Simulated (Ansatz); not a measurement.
Vertical ionisation energy (eV) of eight silicon and germanium compounds: PBE beside PBE0, computed with Ansatz (a first-principles code) for isolated molecules in the bases named; differences from unrounded values. The eight are the first of their class met in an unordered collection, after screening for sound electronic states; none was chosen by its value. Functionals give these values as differences of separate SCF runs (ΔSCF), EOM-CCSD as a root; each molecule has one DFT geometry for both levels.

```csv
molecule,basis,PBE0,PBE,difference
"CH6Si, SMILES [SiH3]C",def2-TZVPD,11.54,11.26,-0.28
"GeFCl₂Br, SMILES [Br][Ge]([F])([Cl])[Cl]",def2-SVPD,11.52,___,___
"Si(CF3)(H)2(OH) (CH3F3OSi), SMILES FC(F)(F)[SiH2]O",def2-SVPD,11.43,___,___
"trifluoro(fluorosilyl)silane (F4H2Si2), SMILES F[Si](F)(F)[SiH2]F",def2-SVPD,11.90,11.40,-0.50
"CH2F2O2Si, SMILES O=C(O)[SiH](F)F",def2-SVPD,10.93,10.59,-0.33
"Ge(F)2(Br)(OH) (BrF2GeHO), SMILES [OH][Ge]([F])([F])[Br]",def2-SVPD,12.00,___,___
"B(OH)2(OSiH3) (BH5O3Si), SMILES OB(O)O[SiH3]",def2-SVPD,11.00,10.48,-0.52
"C2H7NSi2, SMILES [SiH3][C@H]1N=C[SiH2]1",def2-SVPD,8.99,8.81,-0.18
```

Question: Fill in the missing entries. (The exact figures need the calculation; the answer reports its results.)

Answer: 
- Si(CF3)(H)2(OH) (CH3F3OSi), SMILES FC(F)(F)[SiH2]O, PBE: 10.84
- Si(CF3)(H)2(OH) (CH3F3OSi), SMILES FC(F)(F)[SiH2]O, difference: -0.59
- GeFCl₂Br, SMILES [Br][Ge]([F])([Cl])[Cl], PBE: 10.96
- GeFCl₂Br, SMILES [Br][Ge]([F])([Cl])[Cl], difference: -0.56
- Ge(F)2(Br)(OH) (BrF2GeHO), SMILES [OH][Ge]([F])([F])[Br], PBE: 11.47
- Ge(F)2(Br)(OH) (BrF2GeHO), SMILES [OH][Ge]([F])([F])[Br], difference: -0.53

PBE lies below PBE0 in 8 and above it in 0 of the eight; the mean signed difference is -0.44 and the largest -0.59 eV.
